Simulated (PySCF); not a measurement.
Gas-phase reaction: GeI₂ + 3 Cl₂ → GeCl₄ + 2 ICl. Level: PBE0/def2-QZVP†; standard pressure 1 bar.

Computed with PySCF and rigid-rotor harmonic-oscillator thermochemistry at 1 bar. † marks an energy on the PBE0/def2-TZVP geometry and frequencies. All species are closed-shell singlets. I: scalar-relativistic def2 core potential, no spin-orbit coupling. Ge: all electrons, no relativistic terms. The harmonic model lacks anharmonicity and excited electronic states, which grow with temperature; levels with a mode under 35 cm⁻¹ are left out. Soft modes under 120 cm⁻¹ make the harmonic entropy rough for GeI₂.

```
T (K)  1000/T (1/K)  log10 K
-----  ------------  -------
800          1.2500    24.51
1000         1.0000    18.07
1200         0.8333    13.79
1400         0.7143    10.76
1600         0.6250     8.49
1800         0.5556        ?
```

Problem. Fit log10 K = a + b·(1000/T) to the five rows, get the mean ΔH° and ΔS°, and predict log10 K at 1800 K.

Solution. Means: 1000/T = 0.8845, log10 K = 15.124. Sums of products about the means: Sxy = 6.30342, Sxx = 0.245860, so b = Sxy/Sxx = 25.64 and a = 15.124 − (25.64)×0.8845 = -7.56.
ΔH° = −R ln 10 × 1000 K × b = −19.145 × (25.64) = -491 kJ; ΔS° = R ln 10 × a = -145 J/K. The run's own values go from -495 kJ and -149 J/K at 800 K to -482 kJ and -139 J/K at 1800 K.
Prediction at 1800 K: -7.56 + (25.64)×0.5556 = 6.69. The computed value is 6.74, 0.05 from the line.
For scale, ΔH°(298 K) is -500 kJ at this level, -520 kJ at ωB97M-V/def2-TZVP†, and runs from -576 to -318 kJ over the 18 levels computed.
